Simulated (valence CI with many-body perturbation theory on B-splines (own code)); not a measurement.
Cs LI: calculated level list

Calculated by valence CI with perturbative core correlation (CI+MBPT): three valence electrons over a frozen Dirac-Fock core [He], a basis of 9 s, 9 p, 8 d, 6 f, 3 g, 1 h functions for each j, with the one-electron correlation potential Σ1, the two-electron term Σ2, the three-electron term Σ3, Breit, model QED; selected CI, second order for the rest, scaled by the run's own slope (own B-spline code, finite nucleus).

The last digits are not significant, and no measured levels were compared; by estimate large intervals hold to a few tenths of a per cent, small ones and those within an open d or f shell to about a per cent.

Levels 1 to 44 of 44, with energies above the lowest level, (2s^2 2p1/2) J=1/2. "Leading %" is the weight of the configuration and term that name the level; weights of strongly mixed levels are sums over their largest components and can fall short, so below about 35 % the name and the second component can differ from the true leading terms, or belong to a minority configuration. In the jj column 3d3/2^4 stands for four electrons in 3d with j = 3/2.

```
No.  Configuration  Term    J  E (Ry)  Leading %      g   Second component              Leading jj
  1         2s2.2p   2P°  1/2    0.00        100  0.640                         2s^2 2p1/2 (100 %)
  2         2s.2p2    4P  1/2   12.35         57  2.163     28 % 2s.2p2 2S       2s 2p1/2^2 (98 %)
  3         2s2.2p   2P°  3/2   28.55         98  1.314                          2s^2 2p3/2 (98 %)
  4         2s.2p2    4P  3/2   37.16         92  1.654      5 % 2s.2p2 2D  2s 2p1/2 2p3/2 (100 %)
  5         2s.2p2    2D  5/2   39.53         57  1.348     42 % 2s.2p2 4P   2s 2p1/2 2p3/2 (99 %)
  6         2s.2p2    2P  1/2   43.29         71  1.222     27 % 2s.2p2 4P   2s 2p1/2 2p3/2 (98 %)
  7         2s.2p2    2D  3/2   43.29         66  0.966     33 % 2s.2p2 2P   2s 2p1/2 2p3/2 (99 %)
  8            2p3   2P°  3/2   56.48         46  1.355       27 % 2p3 4S°    2p1/2^2 2p3/2 (98 %)
  9         2s.2p2    4P  5/2   67.04         57  1.410     42 % 2s.2p2 2D       2s 2p3/2^2 (99 %)
 10         2s.2p2    2S  1/2   72.58         70  1.887     16 % 2s.2p2 4P       2s 2p3/2^2 (99 %)
 11         2s.2p2    2P  3/2   72.66         64  1.189     29 % 2s.2p2 2D       2s 2p3/2^2 (99 %)
 12            2p3   4S°  3/2   82.63         55  1.438       45 % 2p3 2D°   2p1/2 2p3/2^2 (100 %)
 13            2p3   2D°  5/2   84.10        100  1.179                      2p1/2 2p3/2^2 (100 %)
 14            2p3   2P°  1/2   86.98        100  0.640                      2p1/2 2p3/2^2 (100 %)
 15            2p3   2P°  3/2  113.62         53  1.285       28 % 2p3 2D°         2p3/2^3 (100 %)
 16         2s2.3s    2S  1/2  396.85         97  1.992                             2s^2 3s (97 %)
 17         2s2.3p   2P°  1/2  401.11         95  0.669                          2s^2 3p1/2 (95 %)
 18       2s.2p.3s   4P°  1/2  405.21         86  2.383  12 % 2s.2p.3s 2P°      2s 2p1/2 3s (98 %)
 19       2s.2p.3s   4P°  3/2  406.47         58  1.547  35 % 2s.2p.3s 2P°      2s 2p1/2 3s (92 %)
 20       2s.2p.3s   2P°  1/2  408.13         94  0.736   5 % 2s.2p.3s 4P°      2s 2p1/2 3s (98 %)
 21       2s.2p.3p    4D  1/2  408.81         72  0.264   20 % 2s.2p.3p 2P  2s 2p1/2 3p1/2 (100 %)
 22         2s2.3p   2P°  3/2  409.77         91  1.347   6 % 2s.2p.3s 4P°       2s^2 3p3/2 (91 %)
 23       2s.2p.3p    4D  3/2  410.25         42  1.113   29 % 2s.2p.3p 2D   2s 2p1/2 3p1/2 (96 %)
 24       2s.2p.3p    4P  1/2  412.40         50  1.989   29 % 2s.2p.3p 2S   2s 2p1/2 3p1/2 (98 %)
 25         2s2.3d    2D  3/2  412.87         95  0.805                          2s^2 3d3/2 (95 %)
 26         2s2.3d    2D  5/2  415.16         97  1.194                          2s^2 3d5/2 (97 %)
 27       2s.2p.3p    4P  3/2  417.88         31  1.403   26 % 2s.2p.3p 4D  2s 2p1/2 3p3/2 (100 %)
 28       2s.2p.3p    2P  1/2  418.63         25  1.484     14 % 2p2.3s 4P   2s 2p1/2 3p3/2 (67 %)
 29       2s.2p.3p    4D  5/2  419.54         48  1.337   33 % 2s.2p.3p 2D   2s 2p1/2 3p3/2 (97 %)
 30       2s.2p.3p    2D  3/2  419.75         45  1.245   20 % 2s.2p.3p 2P   2s 2p1/2 3p3/2 (99 %)
 31       2s.2p.3d   4F°  3/2  420.32         72  0.557  12 % 2s.2p.3d 2D°   2s 2p1/2 3d3/2 (99 %)
 32       2s.2p.3d   4F°  5/2  421.88         54  1.033  20 % 2s.2p.3d 2F°   2s 2p1/2 3d3/2 (91 %)
 33         2p2.3s    4P  1/2  421.95         34  1.813     18 % 2p2.3s 2S       2p1/2^2 3s (66 %)
 34       2s.2p.3d   4D°  1/2  422.48         43  0.465  26 % 2s.2p.3d 2P°   2s 2p1/2 3d3/2 (73 %)
 35       2s.2p.3d   4D°  3/2  422.97         31  1.222  21 % 2s.2p.3d 2P°   2s 2p1/2 3d3/2 (94 %)
 36       2s.2p.3d   4P°  5/2  423.43         37  1.331  27 % 2s.2p.3d 4D°   2s 2p1/2 3d5/2 (95 %)
 37         2p2.3p   2P°  1/2  424.78         31  0.596    29 % 2p2.3p 4D°    2p1/2^2 3p1/2 (71 %)
 38       2s.2p.3d   4F°  7/2  424.87         41  1.241  34 % 2s.2p.3d 2F°   2s 2p1/2 3d5/2 (99 %)
 39       2s.2p.3d   2F°  5/2  425.65         55  1.054  19 % 2s.2p.3d 2D°   2s 2p1/2 3d5/2 (96 %)
 40       2s.2p.3d   2D°  3/2  425.65         43  1.069  39 % 2s.2p.3d 2P°   2s 2p1/2 3d5/2 (92 %)
 41         2p2.3p   2P°  3/2  433.32         31  1.329    22 % 2p2.3p 4D°    2p1/2^2 3p3/2 (96 %)
 42       2s.2p.3s   4P°  5/2  433.78        100  1.581                        2s 2p3/2 3s (100 %)
 43       2s.2p.3s   2P°  3/2  435.15         78  1.395  21 % 2s.2p.3s 4P°      2s 2p3/2 3s (99 %)
 44         2p2.3d    2D  3/2  435.68         39  0.784     34 % 2p2.3d 4F    2p1/2^2 3d3/2 (98 %)
```

The ionisation energy to 2s2 1S_0 of the next ion comes out as 9623.5 eV (NIST: 9629 ± 4 eV (theoretical)). All 44 levels together are meant to be complete up to 437.14 Ry.
